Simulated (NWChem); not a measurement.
Species: SiH$_{2}$SO, singlet; SMILES [Si](O)S

```xyz
5

Si    -0.6835    -0.6620     0.0000
O      0.6986    -1.5878     0.0000
H      1.5817    -1.1994     0.0000
S      0.2110     1.3251     0.0000
H     -0.9773     1.9677     0.0000
```
Atoms are numbered in this order, from 1.

Program: NWChem. Pople sets run with spherical d functions. Low-valent species are run as closed-shell singlets; no triplet was tried in these runs. The geometry was optimised at PBE0/def2-SVP. Level BLYP/6-31G*: energy and gradient; each run changes one setting, and changes count from the defaults (medium grid, exact Coulomb integrals, symmetry on).

| setting | size of the energy change (μHa) | largest change of a gradient component (μHa/bohr) | time, defaults = 1 (rough) |
|---|---|---|---|
| defaults | < 10 | < 30 | about 1 |
| Coulomb fitting, Weigend set | 200 | 80 | 0.3 |
| Coulomb fitting, Ahlrichs set | 400 | 60 | 0.3 |
| tight SCF thresholds and tolerances | < 10 | < 30 | about 1 |
| extra-fine grid | < 10 | < 30 | about 1 |
